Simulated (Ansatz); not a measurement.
Isolated molecules relaxed with PBE0-D4/def2-TZVP in Ansatz; ΔE leaves out vibrations. CCSD(T)/CBS adds triple-zeta CCSD(T) − MP2 to the extrapolated MP2 energy (def2 sets, frozen cores). This one scheme is used for every species. DFT in def2-TZVPP. For Se outer-core shells are correlated without core-valence functions, which leaves a few kJ/mol of doubt a bond. Scalar relativity is left out up to krypton. Each species was taken in one conformer, which may not be the lowest.

Consider the ligand exchange at the Si–N bond: `C[SiH]([SiH3])[NH][AlH2]` + H₂Se → `C[SiH]([SiH3])[SeH]` + `[NH2][AlH2]`.

```csv
level,ΔE (kJ/mol)
PBE0-D4,-19.2
ωB97M-V,-12.2
PBE,-21.5
PBE0,-20.3
```

(1) What does CCSD(T)/CBS give? (Estimate.)

Largest T1 diagnostic among the species: 0.012.

## Answers

(1) Ansatz gave: -15.4 kJ/mol. The listed levels differ from it by -3.8, 3.2, -6.1, -4.9 kJ/mol.
